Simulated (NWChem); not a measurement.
System: CH$_{3}$Cl$_{2}$Si, doublet; SMILES C[Si](Cl)Cl

The following NWChem deck was run.

```
start job
memory heap 200 mb stack 900 mb global 1100 mb
geometry units angstroms noautosym nocenter noautoz
  C     -2.045549     0.292265     0.000000
  Si    -0.349483    -0.502130     0.000000
  Cl     0.683336     0.122294    -1.687912
  Cl     0.683336     0.122294     1.687912
  H     -1.933855     1.388589     0.000000
  H     -2.607455    -0.009155    -0.896426
  H     -2.607455    -0.009155     0.896426
end
basis spherical
  C library def2-tzvp
  Si library def2-tzvp
  Cl library def2-tzvp
  H library def2-tzvp
end
dft
  odft
  mult 2
  xc pbe0
  iterations 150
end
property
  hyperfine
end
task dft property
```

Output (shortened):

```
             Northwest Computational Chemistry Package (NWChem) 7.3.0
             --------------------------------------------------------

                             Geometry "geometry" -> ""
                             -------------------------

 Output coordinates in angstroms (scale by  1.889725989 to convert to a.u.)

  No.       Tag          Charge          X              Y              Z
 ---- ---------------- ---------- -------------- -------------- --------------
    1 C                    6.0000    -2.04554900     0.29226500     0.00000000
    2 Si                  14.0000    -0.34948300    -0.50213000     0.00000000
    3 Cl                  17.0000     0.68333600     0.12229400    -1.68791200
    4 Cl                  17.0000     0.68333600     0.12229400     1.68791200
    5 H                    1.0000    -1.93385500     1.38858900     0.00000000
    6 H                    1.0000    -2.60745500    -0.00915500    -0.89642600
    7 H                    1.0000    -2.60745500    -0.00915500     0.89642600

 Effective nuclear repulsion energy (a.u.)     257.5050250485

                              NWChem Property Module
                              ----------------------

  itol2e modified to match energy
  convergence criterion.

                                 NWChem DFT Module
                                 -----------------

 Summary of "ao basis" -> "ao basis" (spherical)
 ------------------------------------------------------------------------------
       Tag                 Description            Shells   Functions and Types
 ---------------- ------------------------------  ------  ---------------------
 C                         def2-tzvp                11       31   5s3p2d1f
 Si                        def2-tzvp                13       37   5s5p2d1f
 Cl                        def2-tzvp                13       37   5s5p2d1f
 H                         def2-tzvp                 4        6   3s1p

  itol2e modified to match energy
  convergence criterion.

            General Information
            -------------------
          SCF calculation type: DFT
          Wavefunction type:  spin polarized.
          No. of atoms     :     7
          No. of electrons :    57
           Alpha electrons :    29
            Beta electrons :    28
          Charge           :     0
          Spin multiplicity:     2
          Use of symmetry is: off; symmetry adaption is: off
          Maximum number of iterations: 150
          AO basis - number of functions:   160
                     number of shells:    62
          Convergence on energy requested:  1.00D-07
          Convergence on density requested:  1.00D-05
          Convergence on gradient requested:  5.00D-04

              XC Information
              --------------
                         PBE0 Method XC Functional
                     Hartree-Fock (Exact) Exchange  0.250
          PerdewBurkeErnzerhof Exchange Functional  0.750
            Perdew 1991 LDA Correlation Functional  1.000 local
           PerdewBurkeErnz. Correlation Functional  1.000 non-local

             Grid Information
             ----------------
          Grid used for XC integration:  fine
          Radial quadrature: Mura-Knowles
          Angular quadrature: Lebedev.
          Tag              B.-S. Rad. Rad. Pts. Rad. Cut. Ang. Pts.
          ---              ---------- --------- --------- ---------
          C                   0.70       70          10.0       590
          Si                  1.10      123          10.0       770
          Cl                  1.00      123          12.0       770
          H                   0.35       60          11.0       590
          Grid pruning is: on
          Number of quadrature shells:   619
          Spatial weights used:  Erf1

      Superposition of Atomic Density Guess
      -------------------------------------

 Sum of atomic energies:       -1246.96154351

      Non-variational initial energy
      ------------------------------

 Total energy =   -1248.232073
 1-e energy   =   -2235.568534
 2-e energy   =     729.831436
 HOMO         =      -0.143282
 LUMO         =       0.080533

   convergence    iter        energy       DeltaE   RMS-Dens  Diis-err
 ---------------- ----- ----------------- --------- --------- ---------
 d= 0,ls=0.0,diis     1  -1249.3951114366 -1.51D+03  4.49D-03  2.83D-01
                                                     2.24D-03  2.74D-01
 d= 0,ls=0.0,diis     2  -1249.3994579419 -4.35D-03  2.10D-03  9.98D-02
                                                     1.93D-03  9.89D-02
 d= 0,ls=0.0,diis     3  -1249.4340028172 -3.45D-02  8.95D-04  4.19D-02
                                                     6.45D-04  4.02D-02
 d= 0,ls=0.0,diis     4  -1249.4561439397 -2.21D-02  1.42D-04  2.36D-04
                                                     6.02D-05  1.76D-04
 d= 0,ls=0.0,diis     5  -1249.4562340233 -9.01D-05  4.97D-05  5.73D-05
                                                     3.61D-05  6.52D-05
  Resetting Diis
 d= 0,ls=0.0,diis     6  -1249.4562697257 -3.57D-05  1.91D-05  3.42D-06
                                                     1.32D-05  2.99D-06
 d= 0,ls=0.0,diis     7  -1249.4562727558 -3.03D-06  6.09D-06  2.64D-07
                                                     3.27D-06  1.92D-07
 d= 0,ls=0.0,diis     8  -1249.4562729376 -1.82D-07  1.54D-06  1.26D-07
                                                     1.71D-06  1.41D-07
 d= 0,ls=0.0,diis     9  -1249.4562730110 -7.34D-08  1.45D-06  1.42D-08
                                                     1.07D-06  1.34D-08

         Total DFT energy =    -1249.456273010997
      One electron energy =    -2238.506334018287
           Coulomb energy =      815.101902428020
    Exchange-Corr. energy =      -83.556866469242
 Nuclear repulsion energy =      257.505025048512

 Numeric. integr. density =       56.999998188397

                    DFT Final Alpha Molecular Orbital Analysis
                    ------------------------------------------

[...]

          ----------------------
          Hyperfine Interactions
          ----------------------

 Total Spin Density (Fermi Contact Term)
 ------------------ --------------------
     Atom            x         y         z       Density (a.u.)      Aiso(MHz)     Aiso(Gauss)
     1  13-C     -3.86553   0.55230   0.00000       0.059746         67.165925      23.966432
     2  29-Si    -0.66043  -0.94889   0.00000       0.853768       -758.767626    -270.746700
     3  35-Cl     1.29132   0.23110  -3.18969       0.057096         25.034433       8.932893
     4  35-Cl     1.29132   0.23110   3.18969       0.057096         25.034433       8.932893
     5   1-H     -3.65446   2.62405   0.00000       0.008327         37.222145      13.281765
     6   1-H     -4.92738  -0.01730  -1.69400      -0.001264         -5.648591      -2.015554
     7   1-H     -4.92738  -0.01730   1.69400      -0.001264         -5.648592      -2.015555

           -------------------------------------------
           Anisotropic Interaction (Spin-Dipolar Term)
           -------------------------------------------

 ------------------------------------------------------------
     Atom            x         y         z
 ------------------------------------------------------------
     1  13-C     -3.86553   0.55230   0.00000

   Spin-Dipolar term (a.u.)
        xx             yy             zz             xy             xz             yz
 ------------------------------------------------------------------------------------------
       0.052367       0.005590      -0.057958      -0.087685      -0.000000       0.000000

   Principal Comp. of -hf- tensor (au)            Anisotropic -hfcc- (MHz)               Anisotropic -hfcc- (Gauss)
 --------------------------------------------------------------------------------------------------------------------------
      0.119730    -0.061772    -0.057958      16.066587    -8.289238    -7.777349       5.732948    -2.957801    -2.775147

   Orientation of the principal axis of Hyperfine Tensor w.r.t absolute (molecular) frame
 --------------------------------------------------------------------------------------------------------------------------
      0.793007     0.609212    -0.000000
     -0.609212     0.793007    -0.000000
     -0.000000     0.000000     1.000000

 ------------------------------------------------------------
     Atom            x         y         z
 ------------------------------------------------------------
     2  29-Si    -0.66043  -0.94889   0.00000

   Spin-Dipolar term (a.u.)
        xx             yy             zz             xy             xz             yz
 ------------------------------------------------------------------------------------------
      -0.625985       1.268463      -0.642478      -0.197771      -0.000000       0.000000

   Principal Comp. of -hf- tensor (au)            Anisotropic -hfcc- (MHz)               Anisotropic -hfcc- (Gauss)
 --------------------------------------------------------------------------------------------------------------------------
     -0.646411     1.288889    -0.642478      68.573923  -136.730567    68.156645      24.468839   -48.788784    24.319945

   Orientation of the principal axis of Hyperfine Tensor w.r.t absolute (molecular) frame
 --------------------------------------------------------------------------------------------------------------------------
      0.994709    -0.102735    -0.000000
      0.102735     0.994709    -0.000000
      0.000000     0.000000     1.000000

 ------------------------------------------------------------
     Atom            x         y         z
 ------------------------------------------------------------
     3  35-Cl     1.29132   0.23110  -3.18969

   Spin-Dipolar term (a.u.)
        xx             yy             zz             xy             xz             yz
 ------------------------------------------------------------------------------------------
      -0.302212       0.455794      -0.153582       0.166641      -0.072924      -0.381600

   Principal Comp. of -hf- tensor (au)            Anisotropic -hfcc- (MHz)               Anisotropic -hfcc- (Gauss)
 --------------------------------------------------------------------------------------------------------------------------
     -0.330189     0.673298    -0.343109     -17.281293    35.238811   -17.957518      -6.166385    12.574063    -6.407678

   Orientation of the principal axis of Hyperfine Tensor w.r.t absolute (molecular) frame
 --------------------------------------------------------------------------------------------------------------------------
      0.724658     0.183199    -0.664311
      0.170522     0.886362     0.430447
      0.667677    -0.425207     0.611070

 ------------------------------------------------------------
     Atom            x         y         z
 ------------------------------------------------------------
     4  35-Cl     1.29132   0.23110   3.18969

   Spin-Dipolar term (a.u.)
        xx             yy             zz             xy             xz             yz
 ------------------------------------------------------------------------------------------
      -0.302212       0.455794      -0.153582       0.166641       0.072924       0.381600

   Principal Comp. of -hf- tensor (au)            Anisotropic -hfcc- (MHz)               Anisotropic -hfcc- (Gauss)
 --------------------------------------------------------------------------------------------------------------------------
     -0.330189     0.673298    -0.343109     -17.281293    35.238811   -17.957518      -6.166385    12.574063    -6.407678

   Orientation of the principal axis of Hyperfine Tensor w.r.t absolute (molecular) frame
 --------------------------------------------------------------------------------------------------------------------------
      0.724658     0.183199     0.664311
      0.170522     0.886362    -0.430447
     -0.667677     0.425207     0.611070

 ------------------------------------------------------------
     Atom            x         y         z
 ------------------------------------------------------------
     5   1-H     -3.65446   2.62405   0.00000

   Spin-Dipolar term (a.u.)
        xx             yy             zz             xy             xz             yz
 ------------------------------------------------------------------------------------------
       0.000483       0.009275      -0.009758      -0.001167      -0.000000       0.000000

   Principal Comp. of -hf- tensor (au)            Anisotropic -hfcc- (MHz)               Anisotropic -hfcc- (Gauss)
 --------------------------------------------------------------------------------------------------------------------------
      0.000331     0.009428    -0.009758       0.176377     5.030126    -5.206503       0.062935     1.794871    -1.857807

   Orientation of the principal axis of Hyperfine Tensor w.r.t absolute (molecular) frame
 --------------------------------------------------------------------------------------------------------------------------
      0.991602    -0.129329     0.000000
      0.129329     0.991602     0.000000
     -0.000000     0.000000     1.000000

 ------------------------------------------------------------
     Atom            x         y         z
 ------------------------------------------------------------
     6   1-H     -4.92738  -0.01730  -1.69400

   Spin-Dipolar term (a.u.)
        xx             yy             zz             xy             xz             yz
 ------------------------------------------------------------------------------------------
       0.007108      -0.005041      -0.002067      -0.004984       0.010311       0.000365

   Principal Comp. of -hf- tensor (au)            Anisotropic -hfcc- (MHz)               Anisotropic -hfcc- (Gauss)
 --------------------------------------------------------------------------------------------------------------------------
      0.014628    -0.004010    -0.010618       7.804738    -2.139732    -5.665006       2.784920    -0.763508    -2.021412

   Orientation of the principal axis of Hyperfine Tensor w.r.t absolute (molecular) frame
 --------------------------------------------------------------------------------------------------------------------------
      0.835225    -0.131716    -0.533902
     -0.202151     0.829367    -0.520850
      0.511405     0.542956     0.666082

 ------------------------------------------------------------
     Atom            x         y         z
 ------------------------------------------------------------
     7   1-H     -4.92738  -0.01730   1.69400

   Spin-Dipolar term (a.u.)
        xx             yy             zz             xy             xz             yz
 ------------------------------------------------------------------------------------------
       0.007108      -0.005041      -0.002067      -0.004984      -0.010311      -0.000365

   Principal Comp. of -hf- tensor (au)            Anisotropic -hfcc- (MHz)               Anisotropic -hfcc- (Gauss)
 --------------------------------------------------------------------------------------------------------------------------
      0.014628    -0.004010    -0.010618       7.804738    -2.139732    -5.665006       2.784920    -0.763508    -2.021412

   Orientation of the principal axis of Hyperfine Tensor w.r.t absolute (molecular) frame
 --------------------------------------------------------------------------------------------------------------------------
      0.835225    -0.131716     0.533902
     -0.202151     0.829367     0.520850
     -0.511405    -0.542956     0.666082
```

Level: PBE0/def2-TZVP, spin-unrestricted, contact and dipolar terms. In the optimisation the excess spin sits in a' (Cs, its own frame). The geometry was optimised at PBE0/def2-SVP, spin-unrestricted. No stability test was run on the SCF state.
